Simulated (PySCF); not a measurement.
Species: C4H10GeSi.
SMILES: `C#C[SiH2][GeH2][CH2]C`

Torsions of this conformer, `[CH:1]#[C:2][SiH2:3][GeH2:4][CH2:5][CH3:6]`: C2–Si3–Ge4–C5 -39°, Si3–Ge4–C5–C6 -54°.

The closed-shell ground state was solved at several levels (PySCF, density fitting, gas phase). One conformer (not necessarily the lowest) at the PBE0-D3(BJ)/def2-SVP geometry, without solvent, vibrations or thermal averaging. Relativistic effects, spin–orbit coupling among them, are left out although an element past zinc is present.

| level | basis functions | HOMO (eV) | LUMO (eV) | gap (eV) | dipole (D) |
| --- | --- | --- | --- | --- | --- |
| PBE0/pcSseg-1 | 183 | -7.61 | -0.21 | 7.40 | 1.08 |
| B3LYP/def2-SVPD | 222 | -7.36 | -0.49 | 6.87 | 1.09 |

Problem. What might B3LYP/pcSseg-1 (183 basis functions) give for the same quantities?

Solution. HOMO -7.38 eV, LUMO -0.39 eV, gap 6.99 eV, dipole 1.06 D.

Problem. Over all these levels, which gives the widest orbital gap and which the narrowest?

Solution. PBE0/pcSseg-1 (global hybrid, 25 % exact exchange) has the widest, 7.40 eV, and B3LYP/def2-SVPD (global hybrid, 20 % exact exchange) the narrowest, 6.87 eV. Functional and basis both differ between the two, so the spread mixes both effects.

Problem. How far do the dipole and the HOMO energy spread over the levels?

Solution. The dipole runs from 1.06 to 1.09 D (mean 1.07 D) and the HOMO from -7.61 to -7.36 eV.
